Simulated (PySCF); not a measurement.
Species: trans-1,3,3,3-tetrafluoropropene, C$_{3}$H$_{2}$F$_{4}$ (charge 0, singlet). SMILES: FC(F)(F)/C=C/F
Structure (B3LYP-D3(BJ)/def2-TZVP (Ansatz) minimum search):
```
C
C 1 1.3197
F 2 1.3360 1 121.33
H 2 1.0810 1 125.77 3 -180.00
H 1 1.0811 2 121.74 4 -180.00
C 1 1.4880 5 116.37 2 -180.00
F 6 1.3480 1 112.87 5 180.00
F 6 1.3505 7 107.24 1 122.95
F 6 1.3505 7 107.24 8 114.10
```
Charge 0, spin multiplicity 1.

Dispersion corrections to the total energy (kcal/mol) from the dftd3 and dftd4 libraries through PySCF: D3(BJ) without and D4 with the three-body term, each with the damping fitted for the functional named.

| functional | D3(BJ) | D4 |
|---|---|---|
| BHLYP | -4.51 | -3.96 |
| BLYP | … | -8.37 |
| B2GP-PLYP | -1.90 | … |
| TPSS | -4.33 | -4.99 |
| r2SCAN | … | -0.93 |
| BP86 | -5.24 | -4.73 |
| PBE0 | -2.94 | -3.06 |

Fill in the missing entries.


- BLYP, D3(BJ): -7.34
- B2GP-PLYP, D4: -1.52
- r2SCAN, D3(BJ): -0.94
